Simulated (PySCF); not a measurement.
Vertical excitations of a molecule C2H4ClFSi2 from TDDFT-PBE/def2-SVPD run with PySCF 2.14.0, as energy in eV (oscillator strength): 4.81 (0.010), 5.35 (0.006), 5.41 (0.007), 5.52 (0.003), 5.62 (0.013), 5.80 (0.037), 5.81 (0.029), 6.02 (0.002), 6.10 (0.037), 6.30 (0.022). Lowest triplet (TDA): 4.40 eV. Geometry: PBE-D3(BJ)/def2-SVP. Other conformers were not sampled.

Q: Identify the compound among the candidates.
(A) C#C[Si@H](Cl)[SiH2]F
(B) F[Si@@H]1[SiH2]C=C1Cl
(C) FC1=C[SiH2][Si@H]1Cl
(D) C#C[Si@H](F)[SiH2]Cl

A: D, C#C[Si@H](F)[SiH2]Cl
